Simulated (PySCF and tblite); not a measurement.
The numbers below are computed, except where a source is named.
## Barrier and rate of a rotation

System: C2H9B2FN2, numbered as in [CH3:1][N:2]([CH3:3])[BH:4][NH:5][BH:6][F:7].

Motion: rotation about the B4–N5 bond (torsion N2–B4–N5–B6 from 180° to 324°, rising). Geometries: GFN2-xTB; energies: PBE/pcSseg-1 + D3(BJ), IEF-PCM tetrahydrofuran; zero-point and thermal terms from GFN2-xTB harmonic modes (soft modes blended into free rotors). Rate constants are transition-state-theory values, counting equivalent paths, without tunnelling. (PySCF 2.14 with density fitting, tblite 0.8.)

```csv
point,symmetry,E(GFN2) kcal/mol,E(DFT) kcal/mol,ZPE change kcal/mol,lowest mode cm⁻¹,dipole D
start,Cs,0.0,0.0,0.00,68,4.28
saddle,C1,5.8,8.5,-0.60,170i,4.43
end,C1,2.1,3.4,0.22,80,3.02
```

```json
{
 "Electronic barrier": "8.5 kcal/mol",
 "Barrier with zero-point energy": "7.9 kcal/mol",
 "ΔH‡ (298 K)": "7.4 kcal/mol",
 "ΔS‡ (298 K, symmetry apart)": "-3.4 cal/(mol K)",
 "Paths": "2 equivalent paths",
 "End point": "a different minimum",
 "Mean lifetime of the start against this motion at 298 K": "120 ns",
 "Cost": "110 s on 1 thread of Arm Neoverse N1 (shared host) (rough), peak memory 0.7 GiB, launched as `OMP_NUM_THREADS=1 python ens_run.py task.json out`"
}
```

| T/K | ΔG‡ kcal/mol | k s⁻¹ | ΔG kcal/mol | k back s⁻¹ |
| --- | --- | --- | --- | --- |
| 200 | 8.2 | 9740 | 3.8 | 6.6×10⁷ |
| 250 | 8.3 | 5.8×10⁵ | 3.8 | 6.5×10⁸ |
| 298 | 8.4 | 8.2×10⁶ | 3.9 | 2.9×10⁹ |
| 350 | 8.6 | 6.4×10⁷ | 3.9 | 9.3×10⁹ |
| 400 | 8.7 | 2.9×10⁸ | 4.0 | 2.2×10¹⁰ |

ΔG and ΔG‡ leave out symmetry numbers and mirror images; rates count paths: 2 out, 1 back.
